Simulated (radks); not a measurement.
Results of a calculation; reference values are marked as such.
Neutral copper, [Ar] 3d10 4s1. Code: a radial shooting solver on a logarithmic mesh with Libxc functionals. Model: non-relativistic Kohn-Sham, PBE, spin-polarised, spherical densities, point nucleus. Every spin shell is full or empty, so the densities are truly spherical. Functionals are evaluated on that one density, not self-consistently. Rank these exchange functionals by their error against the exact value of the orbitals, and give that value: LDA, PBE, PBEsol, RPBE, PW91, PW86, OPTX, WC, SOGGA, SCAN, TASK.

Answer. Exact: -65.5486 hartree. From best to worst, with 100 (|E| - |E exact|)/|E exact| (equal figures are ties): PBE +0.06, RPBE +0.37, PW91 +0.50, SCAN +0.59, WC -0.60, PW86 +0.68, OPTX +1.11, PBEsol -2.27, SOGGA -2.29, TASK -2.40, LDA -5.62.
